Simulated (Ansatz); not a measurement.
Relaxation of F₃GeH₃S (8 atoms, charge 0, multiplicity 1), to a largest force component of 0.03 eV/Å in at most 50 steps.

Level of theory: Ansatz, RKS B3LYP-D4/def2-SVP.

```xyz
8
Properties=species:S:1:pos:R:3
Ge -0.584 -0.187 -0.335
H 0.134 0.482 2.238
F 0.919 -0.794 0.245
F -0.307 1.479 -0.658
F -0.863 -0.928 -1.865
S -2.306 -0.597 1.020
H -3.043 -1.076 -0.013
H -0.520 0.749 2.359
```

Task: Where does it end, and by what steps?

Result: The run converged. After 7 steps the energy has fallen by 0.110 eV; H8 moved furthest, 0.49 Å.

```json
{"step": "0", "energy less start (eV)": "0.0000", "largest force component (eV/Å)": "1.604", "accepted": "yes"}
{"step": "1", "energy less start (eV)": "-0.0928", "largest force component (eV/Å)": "0.154", "accepted": "yes"}
{"step": "2", "energy less start (eV)": "-0.1064", "largest force component (eV/Å)": "0.168", "accepted": "yes"}
{"step": "3", "energy less start (eV)": "-0.1084", "largest force component (eV/Å)": "0.062", "accepted": "yes"}
{"step": "4", "energy less start (eV)": "-0.1096", "largest force component (eV/Å)": "0.053", "accepted": "yes"}
{"step": "5", "energy less start (eV)": "-0.1102", "largest force component (eV/Å)": "0.035", "accepted": "yes"}
{"step": "6", "energy less start (eV)": "-0.1097", "largest force component (eV/Å)": "0.151", "accepted": "no"}
{"step": "7", "energy less start (eV)": "-0.1104", "largest force component (eV/Å)": "0.006", "accepted": "yes"}
```

```xyz
8
Properties=species:S:1:pos:R:3
Ge -0.674 -0.226 -0.398
H 0.290 0.485 2.466
F 0.810 -0.786 0.272
F -0.420 1.446 -0.708
F -0.852 -0.973 -1.941
S -2.408 -0.678 0.860
H -3.084 -1.148 -0.216
H -0.232 1.006 2.655
```

Whether the end is a true minimum wasn't checked by a vibrational analysis.

Time of the run: 22 s on 2 threads of Arm Neoverse V2, with other jobs on the host, peak memory 0.26 GiB.
